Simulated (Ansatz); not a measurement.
One change: `OB([SiH3])CI` becomes `OB(F)[SiH3]`.

Ansatz, PBE0-D4/def2-TZVP geometries, multiplicity 1. Each molecule was computed in one conformer, which needn't be the lowest.

Elements past krypton have def2 core potentials.

```json
{"property": "HOMO energy (PBE/def2-TZVPP) / eV", "`OB([SiH3])CI`": "-6.33"}
{"property": "HOMO–LUMO gap (ωB97M-V/def2-TZVPP) / eV", "`OB([SiH3])CI`": "10.02"}
{"property": "LUMO energy (PBE0/def2-TZVPP) / eV", "`OB([SiH3])CI`": "-1.49"}
{"property": "HOMO–LUMO gap (PBE/def2-TZVPP) / eV", "`OB([SiH3])CI`": "3.94"}
{"property": "HOMO energy (ωB97M-V/def2-TZVPP) / eV", "`OB([SiH3])CI`": "-9.60"}
{"property": "size of the dipole moment (ωB97M-V/def2-TZVPP) / D", "`OB([SiH3])CI`": "1.28"}
```

**Question.** What does the change do to each property? (An estimate is asked.)

**Answer.** Computed: 
```json
{"property": "HOMO energy (PBE/def2-TZVPP) / eV", "`OB(F)[SiH3]`": "-7.23", "shift": "-0.90"}
{"property": "HOMO–LUMO gap (ωB97M-V/def2-TZVPP) / eV", "`OB(F)[SiH3]`": "12.04", "shift": "2.02"}
{"property": "LUMO energy (PBE0/def2-TZVPP) / eV", "`OB(F)[SiH3]`": "-0.71", "shift": "0.78"}
{"property": "HOMO–LUMO gap (PBE/def2-TZVPP) / eV", "`OB(F)[SiH3]`": "5.60", "shift": "1.66"}
{"property": "HOMO energy (ωB97M-V/def2-TZVPP) / eV", "`OB(F)[SiH3]`": "-10.78", "shift": "-1.18"}
{"property": "size of the dipole moment (ωB97M-V/def2-TZVPP) / D", "`OB(F)[SiH3]`": "2.10", "shift": "0.82"}
```

With PBE0 the HOMO falls by 1.13 eV and the LUMO rises by 0.78 eV, so the gap widens by about 1.91 eV. PBE moves the HOMO by -0.90 eV and ωB97M-V by -1.18 eV. Dipoles are sizes alone; their direction can turn.

Spin–orbit coupling is left out; it splits and shifts lone-pair levels of the heavy atoms by tenths of an eV.
